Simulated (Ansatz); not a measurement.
**Energy profile**

The step: SiH₂Cl₂ ([Cl][SiH2][Cl]) + NH₃ → SiNH₃Cl₂ ([NH2][SiH]([Cl])[Cl]) + H₂; bonds formed: Si1–N7, H2–H6; bonds broken: Si1–H2, H6–N7 (atoms numbered as in the saddle structure below).

```xyz
9
angstrom
Si -0.5062 -0.5217 -0.0632
H 1.1150 -0.9822 0.3997
Cl -0.1448 -1.6532 -1.7603
Cl -1.0411 -1.2148 1.8144
H -1.8475 -0.0258 -0.4604
H 1.2004 0.0712 0.2939
N 0.4522 1.0630 -0.0166
H 0.1833 1.7312 0.6974
H 0.5889 1.5324 -0.9050
```

Electronic energies by CCSD(T) at an estimated basis limit (MP2 extrapolated from triple and quadruple zeta, plus CCSD(T) − MP2 in triple zeta), on PBE0-D4/def2-TZVP structures; SiNH5Cl2, singlet; no counterpoise correction. Ansatz 0.2.0; basis: def2-TZVPP and def2-QZVPP; cores frozen in the correlated methods. Extrapolation: Hartree–Fock as exp(−7.88 √X), correlation as X^−2.97.

Give the profile in kcal/mol, counted from the separated reactants. (To be estimated.)

The calculation gives:
| point | kcal/mol |
| --- | --- |
| separated: SiH2Cl2 (linked as [Cl][SiH2][Cl]; Si1, H2, Cl3, Cl4, H5; singlet) + NH3 (H6, N7, H8, H9; singlet) | 0.00 |
| start structure | -2.12 |
| saddle | 41.37 |
| end structure | -11.44 |
| separated: SiNH3Cl2 (linked as [NH2][SiH]([Cl])[Cl]; Si1, Cl3, Cl4, H5, N7, H8, H9; singlet) + H2 (H2, H6; singlet) | -10.99 |

T1 diagnostic: at most 0.010. The start structure is not quite a true minimum (one mode of 37i cm⁻¹).

For scale, one of the runs: CCSD(T)/def2-TZVPP, 227 basis functions, launched by `ansatz run in.yaml --threads 4 --pin off --events-out ev --progress --plain --max-ram 9574MiB`. Hardware: 4 CPU threads of an Arm Neoverse V2, shared host. Wall time 68 s; peak host memory 3.5 GiB.
